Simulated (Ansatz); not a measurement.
Basis sets compared for Ca2Te3. Charge 0, multiplicity 1. Geometry PBE-D4/def2-SVP. Ansatz on 4 threads of Intel Xeon on a shared host; times are rough, and most runs start from earlier orbitals.

```tsv
atom	x (Å)	y (Å)	z (Å)
Ca1	0.136	1.196	-1.252
Ca2	-0.538	-1.505	0.679
Te3	2.092	0.065	0.822
Te4	-1.424	-1.098	-2.033
Te5	-0.266	1.343	1.784
```

In the def2 sets Te takes a core potential; there is no spin–orbit coupling. The structure comes from a short search, and lower isomers may exist.

Binding counts from free atoms (Ca singlet, Te triplet) in the same basis, without a counterpoise term.

| level | functions | energy (Eh) | HOMO (eV) | LUMO (eV) | binding per atom (eV) | wall time |
| --- | --- | --- | --- | --- | --- | --- |
| PBE-D4/def2-SVP | 126 | -2158.8688 | -4.18 | -2.67 | 2.69 | 4.5 s |
| PBE0-D4/def2-SVP | 126 | -2159.0171 | -5.01 | -1.99 | 2.60 | 8 s |

Q: Estimate the rows for PBE-D4/def2-TZVP (with forces), PBE0-D4/def2-TZVP.

A: 
| level | functions | energy (Eh) | HOMO (eV) | LUMO (eV) | binding per atom (eV) | wall time |
| --- | --- | --- | --- | --- | --- | --- |
| PBE-D4/def2-TZVP (with forces) | 222 | -2159.0685 | -4.28 | -2.75 | 2.68 | 11 s |
| PBE0-D4/def2-TZVP | 222 | -2159.2133 | -5.08 | -2.05 | 2.60 | 17 s |
